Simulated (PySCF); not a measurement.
Species: C8H10Si.
SMILES: `[SiH3]Cc1ccc2c(c1)C2`

Torsions of this conformer, `[SiH3:1][CH2:2][c:3]1[cH:4][cH:5][c:6]2[c:7]([cH:8]1)[CH2:9]2`: Si1–C2–C3–C4 89°.

The closed-shell ground state was solved at several levels (PySCF, density fitting, gas phase, non-relativistic). One conformer (not necessarily the lowest) at the PBE0-D3(BJ)/def2-SVP geometry, without solvent, vibrations or thermal averaging.

| level | basis functions | HOMO (eV) | LUMO (eV) | gap (eV) | dipole (D) |
| --- | --- | --- | --- | --- | --- |
| wB97X-D/pcSseg-1 | 210 | -8.32 | 1.23 | 9.55 | 0.48 |
| wB97X-D/def2-SVPD | 264 | -8.28 | 1.19 | 9.47 | 0.54 |

**Question.** Estimate the row for PBE0/pcSseg-1, a basis of 210 functions; the other rows only guide the guess.

**Answer.** HOMO -6.60 eV, LUMO -0.49 eV, gap 6.11 eV, dipole 0.50 D.

**Question.** Over all these levels, which gives the widest orbital gap and which the narrowest?

**Answer.** wB97X-D/pcSseg-1 (range-separated hybrid) has the widest, 9.55 eV, and PBE0/pcSseg-1 (global hybrid, 25 % exact exchange) the narrowest, 6.11 eV. The two share the basis. From the narrowest to the widest the HOMO moves by -1.72 eV and the LUMO by +1.72 eV.

**Question.** How far do the dipole and the HOMO energy spread over the levels?

**Answer.** The dipole runs from 0.48 to 0.54 D (mean 0.50 D) and the HOMO from -8.32 to -6.60 eV.
